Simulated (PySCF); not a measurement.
Molecule: SMILES N[SiH2][SiH2][Si](F)(F)F. Atoms near the plane z = 1.0 Å, at the B3LYP/def2-SVP optimised geometry (x, y, z in Å): Si1 (-2.4, 0.7, 0.0), F2 (-3.0, -0.1, 1.3), F3 (-3.2, 2.1, -0.1), Si5 (-0.1, 0.8, 0.0), Si6 (0.9, -1.4, 0.0), N7 (2.7, -1.4, 0.0), H9 (0.3, 1.6, 1.2), H10 (0.4, -2.1, 1.2), H13 (3.2, -1.1, 0.8).

Computed with B3LYP/def2-TZVP (PySCF 2.14.0). Cells within 0.4 Å of a nucleus heavier than hydrogen are left out (blank, or x). The values are rescaled to run from 0 to 1.

```
|00000000000000000000000000000|
|00000000000000000000000000000|
|00000000000000000000000000000|
|00000000000000000000000000000|
|00000000000000000000000000000|
|00000000000000000000000000000|
|00000111000000221000000000000|
|00001333100004888510000000000|
|00012454100028999940000000000|
|00012443100149999971000000000|
|00000111012249999960000000000|
|00000001114448999830000000000|
|00000245324535887400000000000|
|00014788622432454100000000000|
|000258x7721222454200123310000|
|00025788720013555211268861000|
|00013677510001343212489983000|
|00001344200002577312499983000|
|00000011000017999711379861000|
|00000000000069999921245520000|
|00000000000189999920233200000|
|00000000000079999810122100000|
|00000000000038999500011000000|
|00000000000002564100000000000|
|00000000000000000000000000000|
|00000000000000000000000000000|
|00000000000000000000000000000|
|00000000000000000000000000000|
|00000000000000000000000000000|
```
Scale: ten equal steps from 0.000 (start of '0') to 1.00 (end of '9'), in the order '0123456789'; x runs from -5.50 to 5.50, y from -5.50 (bottom) to 5.50 (top).

Question: Which quantity is mapped?
(A) Laplacian of the electron density
(B) electron localisation function
(C) electrostatic potential
(D) deformation density (molecule minus spherical neutral atoms)

Answer: B, electron localisation function
